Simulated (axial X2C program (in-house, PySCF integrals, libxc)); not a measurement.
**Worked dissociation energy of GeSe: MP2, spin-free**

Calculated with an in-house relativistic program for diatomic molecules. Spin-free means the one-electron spin-free X2C Hamiltonian. Basis: Se dyall-v3z [8s9p6d1f], Ge dyall-v3z [9s9p7d1f] (cores contracted in-house); Gaussian nuclei, density fitting, unrestricted open shells. Masses: Se 79.917 u, Ge 73.921 u.

Molecular state: M_S = 0, Λ = 0 (closed shell).

Correlated methods: 20 electrons correlated (number of frozen shells: Se 3 s, 2 p, 1 d; Ge 3 s, 2 p), 176 virtual spin orbitals or spinors in MP2.

- E(Se) (2M_S = 2, M_L = 1): -2428.248889 hartree
- E(Ge) (2M_S = 2, M_L = 1): -2097.392302 hartree
- E(GeSe) at Re: -4525.827199 hartree
- ωe: 409.5 cm⁻¹
- ωexe: 0.729 cm⁻¹

Q: Work out De and D0.

A: De = -2428.248889 + (-2097.392302) − (-4525.827199) = 0.18601 hartree = 5.062 eV. The zero-point energy is ωe/2 − ωexe/4 = 205 cm⁻¹ = 0.025 eV, so D0 = 5.036 eV.

Occupations by symmetry block were frozen at the best pattern of an incomplete PBE0 search. The closed shell is kept restricted, so the energy runs too high when the bond is stretched far. De is counted from the lowest determinant-based energies of the atoms at the same level, without counterpoise correction. Spin-free De lacks the spin–orbit lowering of the heavy p-block atom, a tenth of an eV or more for 4p and 5p, up to an eV for 6p and one to two eV for 7p atoms, less what an open-shell molecule gains itself.

Each atomic determinant is the lowest at this level and need not be a pure term. Totals compare only within one Hamiltonian and basis.
